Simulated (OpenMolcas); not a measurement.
Computed levels of 3d3 in ions with 21 electrons, in cm-1 above 4F 3/2.

```
Program             : OpenMolcas
Method              : SS-CASPT2, IPEA 0.25 Eh, imaginary shift 0.1 Eh
Basis               : ANO-R2
Scalar Hamiltonian  : X2C, finite nucleus
Spin-orbit coupling : RASSI with atomic mean-field integrals over the reference wave functions, term energies averaged over their components
```

Active space for each ion: 3 electrons in 10 orbitals (3d 4d); closed shells correlated by CASPT2: 3s 3p.

```tsv
Level	Cr3+	Fe5+	Ni7+
4F 5/2	251	519	966
4F 7/2	593	1218	2240
4F 9/2	1020	2070	3770
4P 1/2	14680	19360	24030
4P 3/2	14790	19550	24290
4P 5/2	15090	20200	25580
2G 7/2	15750	21000	26520
2G 9/2	16130	21730	27760
2P 3/2	20300	26820	33500
```

**Question.** Estimate 4F 9/2, 4P 1/2, 4P 3/2 for Mn4+ from its neighbours Cr3+ and Fe5+.

**Answer.** 4F 9/2 is fine structure, which grows about as the fourth power of a screened charge, so the fourth roots are averaged: ((1020^0.25 + 2070^0.25) / 2)^4 = 1476. The calculation gives 1487, so the estimate is off by -0.7 %; the measured value is 1412 (Corliss and Sugar, J. Phys. Chem. Ref. Data 6, 1253 (1977)).
4P 1/2 is another term, which grows about linearly with the charge: (14680 + 19360) / 2 = 17020. The calculation gives 16890, so the estimate is off by +0.8 %; the measured value is 16434 (Corliss and Sugar, J. Phys. Chem. Ref. Data 6, 1253 (1977)).
4P 3/2 is another term, which grows about linearly with the charge: (14790 + 19550) / 2 = 17170. The calculation gives 17040, so the estimate is off by +0.8 %; the measured value is 16595 (Corliss and Sugar, J. Phys. Chem. Ref. Data 6, 1253 (1977)).

Mixed levels, with the weight of the term that names them: Cr3+ 2P 3/2 (69 %), Mn4+ 2P 3/2 (71 %), Fe5+ 2P 3/2 (65 %), Ni7+ 2P 3/2 (54 %).

Term energies are means over components that CASPT2 splits; among the terms shown or strongly mixed into the levels shown the widest spread is 780 cm-1 (3d3 4F, Cr3+). Active for correlation alone: 4d; no level in the range computed is led by a configuration that fills it, so any true level of that kind is missing. Measured partners are found by configuration, term and J. A level has none where our copy of the source lacks it or the pairing is in doubt (some pairs that miss far off the trend of their configuration count as doubtful), and it then counts in no deviation. Only configurations of the active space appear.
